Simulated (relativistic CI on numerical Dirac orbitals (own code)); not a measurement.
**Transition arrays of La¹⁹⁺**

Method of calculation: Dirac-Coulomb-Breit CI, KLI orbitals optimised for each configuration, QED by a radiative potential, valence Slater integrals scaled by 0.9, whole transition arrays (own radial code, finite nucleus).

Configurations in the expansion (outside the closed core [Ar] 3d10 4s2): 4p6 4d2, 4p6 4d 4f, 4p5 4d3, 4p6 4d 5p, 4p6 4d 5f. Levels of other configurations are missing.

All E1 lines from the levels of 4p6 4d2; mean and standard deviation are weighted by gf, and upper levels are sorted by their leading configuration.

```tsv
Upper configuration	Lines	Σgf	Mean (eV)	Mean (nm)	σ (eV)	Strongest line (nm)
4p6 4d 4f	22	50.9	132.99	9.323	2.33	9.257
4p5 4d3	525	214.7	132.81	9.335	7.75	9.144
4p6 4d 5p	60	9.7	190.46	6.510	2.63	6.476
4p6 4d 5f	81	12.3	280.06	4.427	2.40	4.439
```

Σgf per state of the lower configuration in bins of 0.2 nm over the central range (centre: value): 4.5: 0.21, 6.5: 0.17, 6.7: 0.03, 8.7: 0.03, 8.9: 0.27, 9.1: 2.50, 9.3: 2.30, 9.5: 0.31, 9.7: 0.07, 10.5: 0.03, 10.9: 0.06, 11.3: 0.04, 11.5: 0.04.

Q: How do configuration mixing and the scaling of the Slater integrals move the arrays?

A: Slater scale 0.9, no configuration mixing: 4p6 4d 4f 121.0 ± 4.0 eV (Σgf 64.5), 4p5 4d3 126.3 ± 10.1 eV (Σgf 183.2), 4p6 4d 5p 190.5 ± 2.6 eV (Σgf 11.2), 4p6 4d 5f 280.0 ± 2.4 eV (Σgf 13.5); Slater scale 1: 4p6 4d 4f 135.5 ± 2.5 eV (Σgf 37.6), 4p5 4d3 135.3 ± 7.5 eV (Σgf 233.3), 4p6 4d 5p 190.5 ± 2.8 eV (Σgf 9.5), 4p6 4d 5f 280.1 ± 2.5 eV (Σgf 12.2); Slater scale 0.8: 4p6 4d 4f 130.6 ± 3.0 eV (Σgf 50.8), 4p5 4d3 130.3 ± 7.8 eV (Σgf 209.5), 4p6 4d 5p 190.5 ± 2.5 eV (Σgf 10.0), 4p6 4d 5f 280.0 ± 2.3 eV (Σgf 12.4). With mixing, levels are counted to their leading configuration, so an array can shrink or vanish into another, and the sums then hold other lines.
